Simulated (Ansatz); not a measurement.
## SnH3 (SMILES [SnH3]): methods side by side

SnH3 has 4 atoms, charge 0, and is taken as a doublet. SMILES: `[SnH3]`. The coordinates come from a PBE0-D4/def2-TZVP relaxation.

```xyz
4

Sn    0.2802   -0.2116   -0.2717
H     1.0552    0.0110    1.2417
H    -1.1250   -1.1722   -0.0640
H    -0.1549    1.3125   -0.9263
```

Quantity: the energy change with the Sn1–H2 bond stretched from 1.715 to 4.287 Å, in eV. The values are calculated.

```csv
level,kind,program,value (eV)
USVWN5/STO-3G,LDA,Ansatz,4.99
U-r2SCAN/STO-3G,meta-GGA,Ansatz,4.62
UB3LYP/STO-3G,global hybrid,Ansatz,4.53
UCAM-B3LYP/STO-3G,range-separated hybrid,Ansatz,4.61
UBCCD(T)/STO-3G,coupled cluster or CI,Ansatz,?
UCCSDT/STO-3G,coupled cluster or CI,Ansatz,4.18
UCCSDTQ/STO-3G,coupled cluster or CI,Ansatz,4.18
FCI/STO-3G,exact in the basis,Ansatz,4.18
```

(1) Estimate the missing values from the other rows.

## Answers

(1) As computed at these levels: UBCCD(T)/STO-3G: 4.17 eV. All-electron rows without a relativistic Hamiltonian named are non-relativistic. The first shape isn't each level's own minimum. The values span 4.17 to 4.99 eV. Spin contamination of the reference (⟨S²⟩ at least 0.1 too high) touches USVWN5/STO-3G, U-r2SCAN/STO-3G, UB3LYP/STO-3G, UCAM-B3LYP/STO-3G, UBCCD(T)/STO-3G, UCCSDT/STO-3G, UCCSDTQ/STO-3G. All rows use very small basis sets, so even the best lies far from the true value. In the correlated wave-function rows the outer d shell of Sn is correlated, in sets not made for it.
